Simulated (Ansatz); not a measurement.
The cluster AlSi₃⁺. The state is a quintet with charge 1. Geometry PBE0-D4/def2-TZVP; atoms count from 1.

```xyz
4

Al   -1.125    1.362    0.196
Si    1.173    0.461    0.639
Si    0.660   -0.732   -1.383
Si   -0.708   -1.091    0.548
```

At PBE0-D4/def2-TZVP a singlet of charge 1 lies 1.67 eV below the quintet, each at its own geometry. The structure comes from a short search, and lower isomers may exist.

(1) Estimate the Mulliken populations from the PBE0/def2-TZVP orbitals of Ansatz.

(2) Where does the spin sit?

(3) And the Mayer bond orders between heavy atoms (over 0.3)?

## Answers

(1) 
```csv
atom,charge (e),spin (α − β)
Al1,0.48,0.90
Si2,0.14,1.22
Si3,0.24,0.67
Si4,0.14,1.22
```
Mulliken values depend strongly on the basis.

(2) Summed by element: Al 0.90, Si 3.10, of 4 unpaired in all. Largest on single atoms: Si4 1.22, Si2 1.22, Al1 0.90.

(3) Al1–Si2 0.79 (2.51 Å); Al1–Si3 0.34 (3.17 Å); Al1–Si4 0.78 (2.51 Å); Si2–Si3 0.99 (2.40 Å); Si2–Si4 0.88 (2.44 Å); Si3–Si4 1.00 (2.39 Å).
